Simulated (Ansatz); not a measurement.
Cost and result for the atomization energy of C$_{4}$H$_{12}$InN (`CC(C)(C)[NH][InH2]`) (18 atoms, 17 bonds).

```xyz
18

C     1.355   -0.990    0.586
C     0.372   -0.051   -0.115
C     1.156    0.972   -0.941
C    -0.525   -0.860   -1.039
N    -0.437    0.639    0.876
In   -2.417    0.716    1.245
H     1.995   -1.509   -0.133
H     0.813   -1.736    1.172
H     2.001   -0.430    1.268
H     0.469    1.645   -1.460
H     1.794    0.484   -1.682
H     1.796    1.577   -0.293
H    -1.235   -0.214   -1.562
H     0.071   -1.382   -1.790
H    -1.093   -1.608   -0.479
H     0.142    1.185    1.499
H    -2.761    1.728    2.588
H    -3.496   -0.166    0.258
```

Charge 0, multiplicity 1. Correlated methods include outer-core shells of In, which these sets cover unevenly. In takes the def2 core potential. All single points use the PBE0-D4/def2-TZVP geometry. Program: Ansatz. All runs use 2 threads of an AMD EPYC 7R13 on a shared host and a share of an NVIDIA H100 80 GB. Times are those of one run each, without the atoms' runs, and a repeat can differ threefold. Electronic energies, without spin–orbit coupling; frozen cores. CCSD(T)/CBS adds CCSD(T) − MP2 in def2-TZVPP to the MP2 limit, and its time is that of the two runs behind it. T1 = 0.014. With those shells the extrapolation isn't a true limit. B3LYP takes the VWN-RPA correlation (the form of Gaussian; ORCA's B3LYP/G). HSE06 is the plane-wave form, built on full-range PBE exchange.

CCSD(T)/CBS is a level of theory with its own doubt, some kJ/mol a heavy atom from the limit and from the frozen cores, so smaller differences don't rank the functionals.

```csv
level,functions,wall time,atomization (kcal/mol),difference from CCSD(T)/CBS,per bond
CCSD(T)/def2-SVP,156,3.6 s,1472.6,-70.3,-4.1
LDA (SPW92)/def2-TZVPP,373,3.9 s,1752.7,209.8,12.3
BLYP-D4/def2-TZVPP,373,4.3 s,1530.4,-12.5,-0.7
CAM-B3LYP-D4/def2-TZVPP,373,5 s,1548.1,5.2,0.3
PBE-D4/def2-TZVPP (with forces),373,5.5 s,1562.5,19.6,1.2
r2SCANh-D4/def2-TZVPP,373,5.5 s,1533.2,-9.7,-0.6
ωB97X-V/def2-TZVPP,373,6 s,1545.5,2.6,0.2
B97M-V/def2-TZVPP,373,6 s,1544.4,1.5,0.1
B3LYP-D4/def2-TZVPP (with forces),373,6 s,1538.8,-4.1,-0.2
HSE06-D4/def2-TZVPP,373,6 s,1544.6,1.7,0.1
MP2/def2-QZVPP,727,7 s,1536.4,-6.5,-0.4
CCSD(T)/def2-TZVPP,373,15 s,1507.6,-35.3,-2.1
CCSD(T)/CBS(def2),–,22 s,1542.9,0.0,0.0
```

The D4 term adds +16.3 kcal/mol with B3LYP and +8.7 kcal/mol with PBE0; it sums over pairs of atoms, weighted by their polarisabilities, and B3LYP, whose exchange is more repulsive, gets the larger term. From r2SCAN to r2SCAN0 (25 % exact exchange), in def2-TZVPP and without D4, the atomization energy moves by −15.6 kcal/mol: exact exchange takes away binding that semilocal exchange gives to molecules. Leaving LDA and LC-ωPBE aside and taking each functional with its dispersion term where it has one, the values, not all of them listed here, spread over 58.4 kcal/mol, from BHLYP-D4 to PBE-D4. LDA lies +200.4 kcal/mol from PBE without D4, its usual overbinding.

Spin–orbit coupling would lower the free In atoms strongly, and the atomization energy with them, by more than many differences here.
